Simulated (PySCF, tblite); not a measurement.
Isomers of C6H9O (doublet state), one GFN2-xTB conformer each. Single-point energies are computed at B3LYP/pcH-1 (PySCF, gas phase, no added dispersion term), electronic only. GFN2-xTB treats the open shell by occupation alone, and not every SCF solution was tested for stability.

| SMILES | GFN2-xTB relative energy (kcal/mol) |
| --- | --- |
| C=C[C@@H]1[CH][C@H]1OC | 24.2 |
| CCC1=[C]CCO1 | 0.0 |

Conformers: `[CH2:1]=[CH:2][C@@H:3]1[CH:4][C@H:5]1[O:6][CH3:7]` (doublet state) with C1–C2–C3–C4 -154°, C4–C5–O6–C7 165°; `[CH3:1][CH2:2][C:3]1=[C:4][CH2:5][CH2:6][O:7]1` (doublet state) with C1–C2–C3–C4 -107°.

Q: What does B3LYP/pcH-1 give for the same structures?

A: 
```
                SMILES  B3LYP/pcH-1 E (Eh)  B3LYP/pcH-1 (kcal/mol)  GFN2-xTB (kcal/mol)  point group
          CCC1=[C]CCO1          -309.18651                     0.0                  0.0           C1
C=C[C@@H]1[CH][C@H]1OC          -309.15306                    21.0                 24.2           C1
```

Both levels put the same isomer lowest. As drawn, the higher has a three-membered ring, which the lower lacks.

Q: What happens when harmonic zero-point energies from GFN2-xTB frequencies are added?

A: 
```json
{"SMILES": "CCC1=[C]CCO1", "ZPE (kcal/mol)": "83.8", "electronic (kcal/mol)": "0.0", "with ZPE (kcal/mol)": "0.0"}
{"SMILES": "C=C[C@@H]1[CH][C@H]1OC", "ZPE (kcal/mol)": "81.1", "electronic (kcal/mol)": "21.0", "with ZPE (kcal/mol)": "18.3"}
```

The zero-point energies span 2.7 kcal/mol. The order is unchanged.
